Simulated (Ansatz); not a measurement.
`CNB(Cl)Cl` + NH₃ → `NB(Cl)Cl` + CH₃NH₂ at 400 K and 1 bar (ligand exchange at a B–N bond).

Isolated molecules relaxed with PBE0-D4/def2-TZVP in Ansatz; ΔE leaves out vibrations. CCSD(T)/CBS adds triple-zeta CCSD(T) − MP2 to the extrapolated MP2 energy (def2 sets, frozen cores). This one scheme is used for every species. One conformer a species, not always the lowest.

```
    species  CCSD(T)/CBS energy (Eh)  H − E (kJ/mol)  S (J/(mol·K))
`CNB(Cl)Cl`              -1039.64309           192.9          364.1
        NH₃                -56.50880           104.2          203.1
 `NB(Cl)Cl`              -1000.39362           112.0          316.6
     CH₃NH₂                -95.75281           185.4          256.0
```

H − E and S are ideal-gas, rigid-rotor, harmonic terms from PBE0-D4/def2-TZVP, for one conformer and one mirror image of each species. 1 Eh = 2625.50 kJ/mol, R = 8.31446 J/(mol·K).

Question: By hand: ΔE, ΔH, ΔS and ΔG.

Answer: ΔE = (-1000.39362) + (-95.75281) − (-1039.64309) − (-56.50880) = 0.00546 Eh = 14.3 kJ/mol. Δ(H − E) = 112.0 + 185.4 − 192.9 − 104.2 = 0.3, so ΔH = 14.6 kJ/mol. ΔS = 316.6 + 256.0 − 364.1 − 203.1 = 5.4 J/(mol·K). ΔG = 14.6 − 400 × (5.4)/1000 = 12.4 kJ/mol.

Question: By hand: the equilibrium constant, and the temperature at which ΔG would vanish if ΔH and ΔS stayed fixed.

Answer: log₁₀ K = −ΔG/(RT ln 10) = -1.6. ΔG = 0 at ΔH/ΔS = 2704 K, far beyond where these terms or the molecules hold.

The number of gas molecules stays the same, so ΔS is small and ΔH decides. A doubt of 5 kJ/mol in ΔE shifts log₁₀ K by 0.7 here. Other conformers and mirror images would add mixing entropy, several J/(mol·K) or more a flexible species. These are equilibria of isolated gas molecules and say nothing of rates. Largest T1 diagnostic: 0.011 (customary marks: 0.02 for closed shells, 0.045 for open ones).
